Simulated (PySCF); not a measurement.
H4O2Ti, SMILES [OH][TiH2][OH], multiplicity 1.

Geometry optimised at B3LYP-D3(BJ)/def2-TZVP. The spin state was assumed, not searched. The values are those of a single conformer.

These are PySCF 2.14.0 with TDDFT-PBE/def2-SVPD values and carry that method's errors.

Vertical excitations. The molecule is in vacuum. State labels are in the subgroup C2v.

Computed lowest excited states:
```json
[
 {"state": "S1", "symmetry": "B2", "energy (eV)": "3.37", "λ (nm)": "368", "f": "0.000", "main pairs": "HOMO→LUMO 100 %"},
 {"state": "S2", "symmetry": "A1", "energy (eV)": "4.02", "λ (nm)": "309", "f": "0.010", "main pairs": "HOMO−1→LUMO 98 %"},
 {"state": "S3", "symmetry": "B1", "energy (eV)": "4.12", "λ (nm)": "301", "f": "0.000", "main pairs": "HOMO→LUMO+1 100 %"},
 {"state": "S4", "symmetry": "A2", "energy (eV)": "4.39", "λ (nm)": "283", "f": "0.000", "main pairs": "HOMO−1→LUMO+1 99 %"},
 {"state": "S5", "symmetry": "A2", "energy (eV)": "4.80", "λ (nm)": "258", "f": "0.000", "main pairs": "HOMO→LUMO+2 95 %"},
 {"state": "S6", "symmetry": "B2", "energy (eV)": "4.89", "λ (nm)": "254", "f": "0.004", "main pairs": "HOMO→LUMO+3 91 %"},
 {"state": "S7", "symmetry": "B2", "energy (eV)": "5.14", "λ (nm)": "241", "f": "0.001", "main pairs": "HOMO−2→LUMO 99 %"},
 {"state": "S8", "symmetry": "B1", "energy (eV)": "5.20", "λ (nm)": "238", "f": "0.016", "main pairs": "HOMO−1→LUMO+2 99 %"},
 {"state": "S9", "symmetry": "A1", "energy (eV)": "5.24", "λ (nm)": "237", "f": "0.001", "main pairs": "HOMO−1→LUMO+3 51 %, HOMO→LUMO+4 34 %, HOMO−4→LUMO 13 %"},
 {"state": "S10", "symmetry": "B1", "energy (eV)": "5.31", "λ (nm)": "233", "f": "0.008", "main pairs": "HOMO−3→LUMO 92 %"},
 {"state": "T1", "symmetry": "B2", "energy (eV)": "2.95", "λ (nm)": "420", "f": "0", "main pairs": "HOMO→LUMO 99 %"},
 {"state": "T2", "symmetry": "A1", "energy (eV)": "3.39", "λ (nm)": "366", "f": "0", "main pairs": "HOMO−1→LUMO 99 %"},
 {"state": "T3", "symmetry": "B1", "energy (eV)": "3.63", "λ (nm)": "342", "f": "0", "main pairs": "HOMO→LUMO+1 99 %"},
 {"state": "T4", "symmetry": "A2", "energy (eV)": "4.08", "λ (nm)": "304", "f": "0", "main pairs": "HOMO−1→LUMO+1 92 %"}
]
```
Triplets are in the Tamm–Dancoff approximation, which puts them higher than full response would, so one can lie above its singlet here.
